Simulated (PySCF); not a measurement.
# `[C@H](C#N)([SiH3])[C@@H]([SiH3])Br`, C₃H₈BrNSi₂

Cartesian coordinates in Å; atom numbers follow the order of the lines, from 1:
```xyz
15

N    -1.0235    1.8576    2.5210
C    -0.7219    1.0520    1.7658
C    -0.3373    0.0771    0.7887
Si   -1.9276   -0.4036   -0.1969
C     0.8135    0.6098   -0.0576
Si    1.9263   -0.7245   -0.8650
Br    0.1428    1.7404   -1.5304
H     0.0183   -0.8062    1.3324
H    -2.6979    0.7953   -0.4951
H    -2.6676   -1.2976    0.6943
H    -1.4885   -1.1119   -1.3971
H     1.4268    1.2940    0.5358
H     2.4412   -1.5501    0.2290
H     2.9878   -0.0137   -1.5680
H     1.1031   -1.5105   -1.7788
```

Computed, not measured: TDDFT CAM-B3LYP/def2-SVPD circular dichroism and optical rotation, one conformer, gas phase in PySCF 2.14.0. Geometry: GFN2-xTB.

The molecule is flexible and this is one conformer; a measurement averages over conformers. The calculation is non-relativistic, which matters for the atoms heavier than Zn.

(1) Draw the ECD and absorption spectra from the lowest 16 states, each a Gaussian of half-width 0.35 eV at 1/e height.

## Answers

(1) 
```csv
E (eV),λ (nm),Δε (L mol⁻¹ cm⁻¹),ε (L mol⁻¹ cm⁻¹)
5.14,241,+0.07,47.2
5.24,237,+0.14,98.4
5.34,232,+0.24,175
5.44,228,+0.33,264
5.54,224,+0.34,339
5.64,220,+0.24,373
5.74,216,-0.01,351
5.84,212,-0.32,286
5.94,209,-0.58,202
6.04,205,-0.69,127
6.14,202,-0.64,71.4
6.24,199,-0.48,37
6.34,196,-0.29,18.7
6.44,193,-0.08,12.7
6.54,190,+0.23,20.4
6.64,187,+0.91,51.4
6.74,184,+2.39,127
6.84,181,+5.21,278
6.94,179,+9.50,543
7.04,176,+14.46,956
7.14,174,+18.13,1540
7.24,171,+18.13,2310
7.34,169,+13.07,3260
7.44,167,+3.62,4340
7.54,164,-7.71,5470
7.64,162,-17.79,6550
7.74,160,-23.83,7490
7.84,158,-23.79,8190
7.94,156,-16.71,8560
8.04,154,-3.44,8540
8.14,152,+12.74,8110
8.24,150,+26.79,7290
```
Δε uses R in velocity form, ε uses f in length form. Only the states computed contribute, so the short-wavelength end is incomplete.
